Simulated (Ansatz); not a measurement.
Two isomers of BFH6OSi2: A = `OB[SiH2][SiH2]F`, B = `FBO[SiH2][SiH3]`.

Gas-phase electronic energies from Ansatz, PBE0-D4/def2-TZVP geometries. CBS: MP2 limit from def2 TZ/QZ plus the TZ coupled-cluster correction, frozen cores. Functionals use def2-TZVPP. B3LYP here is the variant with VWN-RPA as its local correlation; programs differ in this. Each species was taken in one conformer, which may not be the lowest.

A:

```xyz
11

O     1.931    0.511    1.056
B     0.731    1.057    1.317
Si   -0.932    0.645    0.197
Si   -0.427   -1.202   -1.156
F     1.202   -1.279   -1.139
H     1.945   -0.105    0.313
H     0.685    1.820    2.243
H    -2.128    0.345    1.032
H    -1.269    1.809   -0.673
H    -0.910   -2.497   -0.608
H    -0.828   -1.104   -2.582
```

B:

```xyz
11

F     0.301    1.638    1.364
B    -0.246    0.639    2.060
O    -0.544   -0.517    1.455
Si   -0.414   -1.129   -0.092
Si    0.533    0.380   -1.616
H    -0.457    0.807    3.222
H    -1.787   -1.510   -0.513
H     0.410   -2.361    0.009
H     1.913    0.750   -1.209
H    -0.300    1.603   -1.740
H     0.589   -0.300   -2.941
```

Problem. Which isomer does CCSD(T)/CBS put lower? Give the gap. (Estimate.)

Solution. The calculation gave: B, by 124.5 kJ/mol.

Problem. Give E(B) − E(A) in kJ/mol with CCSD(T)/def2-TZVPP, MP2/def2-TZVPP, r2SCAN-D4, HF/def2-TZVPP, B3LYP-D4, B3LYP, PBE0-D4. (An estimate is asked.)

Solution. Ansatz gave: CCSD(T)/def2-TZVPP -127.7, MP2/def2-TZVPP -131.9, r2SCAN-D4 -124.8, HF/def2-TZVPP -155.8, B3LYP-D4 -127.9, B3LYP -127.7, PBE0-D4 -117.3. None reverses the order clearly.

Largest T1 diagnostic: 0.014.

In def2-TZVPP, CCSD(T) changes the Hartree–Fock value by +28.1 kJ/mol (the triples alone add +3.7 kJ/mol) and MP2 by +23.9 kJ/mol. From PBE to PBE0 (25 % exact exchange), in def2-TZVPP and without D4, E(B) − E(A) moves by −8.6 kJ/mol.
